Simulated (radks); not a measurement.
Task: Isoelectronic series with 4 electrons, all held in the configuration [He] 2s2, which need not be the ground one along the series. All-electron calculation, non-relativistic Kohn-Sham, TPSS, spin-unpolarised, spherical densities, point nucleus; meta-GGA in the generalised Kohn-Sham scheme. Program: a radial shooting solver on a logarithmic mesh with Libxc functionals. Total energies (hartree) and orbital eigenvalues (hartree):

ion    E (hartree)         2s         1s
Rb33+  -1654.21671  -149.4880  -639.1344
Te48+  -3299.47443  -307.3517  -1287.878
Sm58+   -4708.8130  -443.8441  -1845.374
Ho63+   -5507.2323  -521.4652  -2161.623

Estimate the row of Ag43+.

Result: E (hartree) -2688.55516; 2s -248.4805; 1s -1046.630.
